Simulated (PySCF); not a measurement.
**Radial density of Ti³⁺ (titanium, charge +3)**

M06-L, [Ar] 3d1, 2D determinant. All numbers are calculated (PySCF 2.14, no relativity, point nucleus, in pcseg-2 (6s4p3d2f1g, 56 functions)).

```json
{"r (bohr)": "0.00136", "4πr²ρ (e/bohr)": "0.1574", "4πr²(ρα − ρβ)": "0.0000"}
{"r (bohr)": "0.00230", "4πr²ρ (e/bohr)": "0.4277", "4πr²(ρα − ρβ)": "0.0000"}
{"r (bohr)": "0.00386", "4πr²ρ (e/bohr)": "1.129", "4πr²(ρα − ρβ)": "0.0000"}
{"r (bohr)": "0.00650", "4πr²ρ (e/bohr)": "2.846", "4πr²(ρα − ρβ)": "0.0000"}
{"r (bohr)": "0.0109", "4πr²ρ (e/bohr)": "6.625", "4πr²(ρα − ρβ)": "0.0000"}
{"r (bohr)": "0.0184", "4πr²ρ (e/bohr)": "13.52", "4πr²(ρα − ρβ)": "0.0001"}
{"r (bohr)": "0.0309", "4πr²ρ (e/bohr)": "22.20", "4πr²(ρα − ρβ)": "0.0002"}
{"r (bohr)": "0.0520", "4πr²ρ (e/bohr)": "25.93", "4πr²(ρα − ρβ)": "0.0005"}
{"r (bohr)": "0.0875", "4πr²ρ (e/bohr)": "20.88", "4πr²(ρα − ρβ)": "0.0023"}
{"r (bohr)": "0.147", "4πr²ρ (e/bohr)": "22.12", "4πr²(ρα − ρβ)": "0.0114"}
{"r (bohr)": "0.247", "4πr²ρ (e/bohr)": "27.58", "4πr²(ρα − ρβ)": "0.0628"}
{"r (bohr)": "0.416", "4πr²ρ (e/bohr)": "12.66", "4πr²(ρα − ρβ)": "0.2830"}
{"r (bohr)": "0.700", "4πr²ρ (e/bohr)": "8.960", "4πr²(ρα − ρβ)": "0.6961"}
{"r (bohr)": "1.18", "4πr²ρ (e/bohr)": "7.413", "4πr²(ρα − ρβ)": "0.6920"}
{"r (bohr)": "1.98", "4πr²ρ (e/bohr)": "0.9739", "4πr²(ρα − ρβ)": "0.2225"}
{"r (bohr)": "3.33", "4πr²ρ (e/bohr)": "0.01825", "4πr²(ρα − ρβ)": "0.0135"}
{"r (bohr)": "5.60", "4πr²ρ (e/bohr)": "2.071e-05", "4πr²(ρα − ρβ)": "0.0000"}
```
